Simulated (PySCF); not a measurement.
BFH5NO2Si, SMILES N(B(O)O)[SiH2]F.

Geometry: B3LYP-D3(BJ)/def2-SVP. This is a generated structure with no PubChem entry under its InChIKey; it may be hypothetical. The values are those of a single conformer.

Vertical ionisation energy (IE) and electron affinity (EA) in eV. Rows of orbital energies are one-electron estimates. Where ΔSCF, EOM or ADC give a negative EA the extra electron is unbound and the value depends on the basis.

```
level                                         IE     EA
------------------------------------------  ----  -----
−ε(HOMO), −ε(LUMO), PBE0/def2-TZVP (PySCF)  7.79  -0.03
−ε(HOMO), −ε(LUMO), PBE/def2-TZVP (PySCF)      ?      ?
```

What belongs in the gaps? (The exact figures need the calculation; the answer reports its results.)


- −ε(HOMO), −ε(LUMO), PBE/def2-TZVP (PySCF), IE: 6.38
- −ε(HOMO), −ε(LUMO), PBE/def2-TZVP (PySCF), EA: 0.82
